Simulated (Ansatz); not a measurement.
Cost and result up the ladder for Nb3Si3 (6 atoms). Charge 0, multiplicity 2. Geometry: PBE-D4/def2-SVP.

```xyz
6

Nb    1.051   -0.927    1.096
Nb   -0.670   -1.753   -0.312
Nb    1.111    0.587   -0.822
Si   -1.180    0.486    0.587
Si   -0.993   -0.028   -1.992
Si    0.682    1.634    1.443
```

Ansatz on 4 threads of Arm Neoverse V2 on a shared host. Times are rough, and most runs start from the orbitals of an earlier one. PBE0-D4/def2-TZVP serves as the yardstick here, not as an exact answer. Binding counts from free atoms at the same level (Nb sextet, Si triplet; other spins of the atoms weren't run), without zero-point energy or a counterpoise term.

In the def2 sets Nb takes a core potential; there is no spin–orbit coupling. B3LYP takes the VWN-RPA correlation. No other spin state of charge 0 was run. Another isomer (doublet) lies 0.04 eV lower at PBE-D4/def2-TZVP; other spin states weren't run for this one.

Run but left out: CCSD(T)/def2-SVP (⟨S²⟩ 3.57, where a pure state has 0.75).

```json
{"level": "PBE-D4/def2-TZVP (with forces)", "functions": "231", "wall time": "12 s", "binding energy per atom (eV)": "4.10", "difference from PBE0-D4/def2-TZVP (eV)": "0.49", "remarks": "–"}
{"level": "B3LYP-D4/def2-TZVP", "functions": "231", "wall time": "21 s", "binding energy per atom (eV)": "3.57", "difference from PBE0-D4/def2-TZVP (eV)": "-0.04", "remarks": "–"}
{"level": "r2SCAN-D4/def2-TZVP", "functions": "231", "wall time": "28 s", "binding energy per atom (eV)": "3.69", "difference from PBE0-D4/def2-TZVP (eV)": "0.08", "remarks": "–"}
{"level": "PBE0-D4/def2-TZVP", "functions": "231", "wall time": "32 s", "binding energy per atom (eV)": "3.61", "difference from PBE0-D4/def2-TZVP (eV)": "0.00", "remarks": "–"}
{"level": "ωB97X-V/def2-TZVP", "functions": "231", "wall time": "2.6 min", "binding energy per atom (eV)": "3.51", "difference from PBE0-D4/def2-TZVP (eV)": "-0.10", "remarks": "spin-contaminated (⟨S²⟩ 0.83)"}
```
